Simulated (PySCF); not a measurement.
## Two-component Hartree-Fock for Sr²⁶⁺ (strontium, charge +26)

Start: [Ne] 3s2. Calculated with PySCF 2.14 in an uncontracted even-tempered set (19 s from 3.7 bohr⁻², ratio 2.4; 13 p from 4.8 bohr⁻², ratio 2.4; 5 d from 17 bohr⁻², ratio 2.6; 4 f from 25 bohr⁻², ratio 2.6): generalised Hartree-Fock with the X2C-1e Hamiltonian and a Gaussian nucleus; one run each with spin-orbit coupling (SO) switched off, then screened by Boettger's factors.

```csv
spinor shell,electrons,"ε, spin-free (eV)","ε, screened SO (eV)",weight of nominal j (screened SO),"rms radius, screened SO (bohr)"
1s1/2,2,-17474.0,-17473.5,1.000,0.0450
2s1/2,2,-3469.0,-3468.9,1.000,0.183
2p1/2,2,-3219.5,-3268.2,1.000,0.160
3s1/2,2,-1328.4,-1328.4,1.000,0.448
```

**Question.** Where does 2p3/2 lie, and what is the 2p spin-orbit splitting (screened SO)?

**Answer.** At -3196.5 eV, 71.727 eV above 2p1/2.

```tsv
quantity	spin-free	screened SO
E (hartree)	-2712.78516	-2712.99977
M_J	0	0
⟨J²⟩	0.000	0.000
⟨L²⟩	0.000	0.002
⟨S²⟩	0.000	0.002
```

Breit and QED terms are absent; they matter most for the inner s and p1/2 levels.

Densities and radii are taken from the X2C orbitals without a picture-change correction, which distorts them close to the nucleus.

Without spin-orbit coupling the j labels of p, d and f shells carry no meaning; the spin-free column gives the mean over the occupied spinors of each nl shell.
